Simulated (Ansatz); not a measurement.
Reaction (formal exchange of groups at a C–Si bond): `C[SiH2][SiH](F)[SiH3]` + `[SH][AlH][SH]` → `[CH3][Al]([SH])[SH]` + `F[SiH]([SiH3])[SiH3]`

Calculated with Ansatz (gas phase, PBE0-D4/def2-TZVP geometries, no zero-point term in ΔE). CCSD(T)/CBS adds triple-zeta CCSD(T) − MP2 to the extrapolated MP2 energy (def2 sets, frozen cores). This one scheme is used for every species. Functionals use def2-TZVPP. B3LYP here is the variant with VWN-RPA as its local correlation; programs differ in this. One conformer a species, not always the lowest.

```
             level  ΔE (kJ/mol)  difference from CCSD(T)/CBS
            PBE-D4         -7.2                          0.4
         r2SCAN-D4         -8.1                         -0.5
           PBE0-D4         -6.5                          1.1
          B3LYP-D4         -7.4                          0.2
           ωB97X-V         -5.8                          1.8
           ωB97M-V         -7.1                          0.5
            B2PLYP         -7.8                         -0.2
               PBE         -7.6                          0.0
            r2SCAN         -8.2                         -0.6
              PBE0         -6.7                          0.9
             B3LYP         -7.9                         -0.3
     HF/def2-TZVPP         -4.3                          3.3
    MP2/def2-TZVPP         -7.8                         -0.2
SCS-MP2/def2-TZVPP         -6.8                          0.8
   CCSD/def2-TZVPP         -7.2                          0.4
CCSD(T)/def2-TZVPP         -7.6                          0.0
     HF/def2-QZVPP         -4.4                          3.2
    MP2/def2-QZVPP         -7.8                         -0.2
SCS-MP2/def2-QZVPP         -6.8                          0.8
      HF/CBS(def2)         -4.4                          3.2
     MP2/CBS(def2)         -7.7                         -0.1
    CCSD/CBS(def2)         -7.1                          0.5
       CCSD(T)/CBS         -7.6                            0
```

Largest T1 diagnostic among the species: 0.013.

In def2-TZVPP, CCSD(T) changes the Hartree–Fock value by −3.3 kJ/mol (the triples alone add −0.4 kJ/mol) and MP2 by −3.5 kJ/mol.
